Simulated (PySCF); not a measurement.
**Cu2S: bending curve**

Level of theory: PBE0/[S def2-TZVP, Cu def2-TZVP], no relativity, density fitting, PySCF.

Rigid scan from the singlet minimum (Cu–Cu 2.610 Å, S–Cu 2.101 Å (×2); Cu–Cu–S 51.6° (×2), Cu–S–Cu 76.8°). Coordinate: the Cu–S–Cu angle, bonds fixed. Energies in kJ/mol from the minimum.

```tsv
bond angle (°)	E (kJ/mol)	dipole size (D)
80	0.5	4.93
90	5.7	4.70
100	12.5	4.35
110	20.6	3.89
120	30.5	3.35
130	42.2	2.75
140	55.2	2.11
150	68.4	1.48
160	80.3	0.90
170	89.0	0.41
180	92.3	0.00
```

With the bonds held, the linear shape lies 92.3 kJ/mol from the minimum.

Other isomers or separated fragments may lie lower.

The scan took 54 s on 2 threads of a shared AMD EPYC (Zen 3) host; the process peaked at 1.1 GiB. Launch command: `OMP_NUM_THREADS=2 python axn.py task.json out`.
